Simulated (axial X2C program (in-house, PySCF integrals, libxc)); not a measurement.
**Curves of LiTl⁺ by EOM-EA-CCSD**

Calculated with an axial X2C code built on PySCF integrals: two-component X2C with atomic mean-field Coulomb and Gaunt terms, Gaussian nuclei, basis Tl dyall-acv3z, Li dyall-acv3z with contracted cores.

Energies in eV from the lowest point of the lowest state; states are followed by energy order within each Ω. Reference: LiTl²⁺, 12 electrons correlated in 92 virtual spinors with an MP2 remainder; levels at this size can be off by some tenths of an eV. Masses 204.974 and 7.016 u.

| R (Å) | (1)Ω=1/2 | (2)Ω=1/2 | (1)Ω=3/2 | (3)Ω=1/2 | (4)Ω=1/2 | (2)Ω=3/2 | (5)Ω=1/2 |
| --- | --- | --- | --- | --- | --- | --- | --- |
| 2.965 | 0.0280 | 1.1358 | 1.5946 | 3.3034 | 4.2680 | 4.3763 | 5.3335 |
| 3.094 | 0.0054 | 1.1213 | 1.5943 | 3.1742 | 4.1346 | 4.2376 | 5.1819 |
| 3.223 | 0.0000 | 1.1157 | 1.6008 | 3.0545 | 4.0190 | 4.1165 | 5.0337 |
| 3.368 | 0.0094 | 1.1153 | 1.6123 | 2.9283 | 3.9058 | 3.9973 | 4.8673 |
| 3.513 | 0.0293 | 1.1165 | 1.6254 | 2.8087 | 3.8074 | 3.8986 | 4.7018 |
| 3.706 | 0.0727 | 1.1221 | 1.6437 | 2.6609 | 3.6955 | 3.7781 | 4.4886 |

No minimum in range: (3)Ω=1/2, (4)Ω=1/2, (2)Ω=3/2, (5)Ω=1/2; the order of states may turn beyond it. T1 of the reference reaches 0.013 (Lee–Taylor). Curves followed by order can swap character. Number of frozen shells: Tl 5 s, 4 p, 2 d, 1 f; Li 1 s. Roots with under 60 % one-particle weight at any point are counted in the labels but not shown, and the list ends where the roots sought for some Ω run out; states that need a further excitation are missing and may lie low or lowest. Curves with a minimum but no constants failed the fit check.
